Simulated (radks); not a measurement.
Excited configurations of the gadolinium ion Gd+: one electron is placed in a higher orbital outside [Xe] 4f7 5d1. The ground configuration is [Xe] 4f7 5d1 6s1. Method: scalar-relativistic Kohn-Sham, r2SCAN, spin-polarised, spherical densities, finite nucleus; open shells are filled with parallel spins first (spin-orbit coupling, left out, can overturn this in heavy ions); meta-GGA in the generalised Kohn-Sham scheme; Fermi nuclear charge, rms radius 5.1569 fm; computed with a radial shooting solver on a logarithmic mesh with Libxc functionals. Excitation = E - E(ground); binding = E(ion) - E, where the ion is the core of charge +2; n* = 2/sqrt(2 binding) in atomic units, and the quantum defect is n - n*.

5f: excitation (eV) 8.920; binding (eV) 3.503; n* 3.942; eigenvalue (eV) -2.448
6p: excitation (eV) 3.798; binding (eV) 8.625; n* 2.512; eigenvalue (eV) -6.697
6d: excitation (eV) 7.578; binding (eV) 4.844; n* 3.352; eigenvalue (eV) -3.612
6f: excitation (eV) 10.077; binding (eV) 2.345; n* 4.817; eigenvalue (eV) -1.771
7s: excitation (eV) 6.800; binding (eV) 5.622; n* 3.111; eigenvalue (eV) -4.513
7p: excitation (eV) 7.995; binding (eV) 4.428; n* 3.506; eigenvalue (eV) -3.528
7d: excitation (eV) 9.500; binding (eV) 2.922; n* 4.316; eigenvalue (eV) -2.277
7f: excitation (eV) 10.764; binding (eV) 1.659; n* 5.728; eigenvalue (eV) -1.295

The Delta-SCF ionisation energy is 12.422 eV (NIST Atomic Spectra Database: 12.08 eV, semi-empirical). Self-interaction in the functional shifts the binding energies and quantum defects, so they are the method's values and not measured ones. Open shells are spherical and high-spin; term and fine-structure splittings are not resolved. Spin-orbit splitting is averaged out at the scalar-relativistic level.
